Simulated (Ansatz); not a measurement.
Relaxation of Cl₂GeH₄O₂ (9 atoms, charge 0, multiplicity 1), to a largest force component of 0.03 eV/Å in at most 50 steps.

Computed with Ansatz 0.2.0, RHF/def2-SVP.

```xyz
9
Properties=species:S:1:pos:R:3
Ge -0.071 0.479 -0.170
Cl 1.053 -0.323 2.973
O 1.543 -0.050 -0.532
H 1.666 -0.810 -1.081
O -0.775 1.339 -1.512
H -1.309 0.857 -2.125
Cl -1.332 -1.235 0.163
H 0.003 1.431 1.029
H 1.003 0.917 2.525
```

**Question.** Where does it end, and by what steps?

**Answer.** It converged. The force dipped under the threshold on the way, but the program's further checks kept it going. After 31 steps the energy has fallen by 0.451 eV; Cl2 moved furthest, 1.27 Å.

```
step  energy less start (eV)  largest force component (eV/Å)  accepted
   0                  0.0000                           1.532       yes
   2                 -0.2111                           0.382       yes
   4                 -0.2642                           0.216       yes
   6                 -0.2776                           0.854        no
   8                 -0.3034                           0.222       yes
  10                 -0.3422                           0.264       yes
  12                 -0.4015                           0.297       yes
  14                 -0.4168                           0.306       yes
  16                 -0.4408                           0.205       yes
  18                 -0.4460                           0.074       yes
  20                 -0.4472                           0.130       yes
  22                 -0.4434                           0.577        no
  24                 -0.4488                           0.017       yes
  26                 -0.4496                           0.198       yes
  28                 -0.4506                           0.010       yes
  30                 -0.4509                           0.103        no
  31                 -0.4512                           0.022       yes
```

```xyz
9
Properties=species:S:1:pos:R:3
Ge -0.528 0.491 -0.237
Cl 2.114 0.238 3.391
O 1.034 -0.103 0.276
H 1.571 -0.528 -0.379
O -0.314 1.159 -1.830
H -0.965 0.973 -2.491
Cl -1.909 -1.153 -0.421
H -1.021 1.473 0.798
H 1.800 0.055 2.163
```

Whether the end is a true minimum wasn't checked by a vibrational analysis.

Run time: 67 s on 2 threads of Arm Neoverse V1 (shared host), peak memory 0.28 GiB.
